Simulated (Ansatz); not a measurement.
Program: Ansatz. Geometries: PBE0-D4/def2-TZVP. ΔE: electronic, gas phase. CCSD(T)/CBS adds triple-zeta CCSD(T) − MP2 to the extrapolated MP2 energy (def2 sets, frozen cores). This one scheme is used for every species. One conformer a species, not always the lowest.

Consider the formal exchange of groups at a C–Si bond: `O[SiH](F)CCl` + `C=CCl` → `Cl/C=C/CCl` + `O[SiH2]F`.

```json
{"species": "`O[SiH](F)CCl`", "HF/CBS(def2) energy (Eh)": "-963.22207"}
{"species": "`C=CCl`", "HF/CBS(def2) energy (Eh)": "-537.01465"}
{"species": "`Cl/C=C/CCl`", "HF/CBS(def2) energy (Eh)": "-1035.01102"}
{"species": "`O[SiH2]F`", "HF/CBS(def2) energy (Eh)": "-465.21568"}
```

**Question.** Work out ΔE.

**Answer.** ΔE = (-1035.01102) + (-465.21568) − (-963.22207) − (-537.01465) = 0.01002 Eh = +0.27 eV. CCSD(T)/CBS gives +0.33 eV.

Largest T1 diagnostic among the species: 0.011.
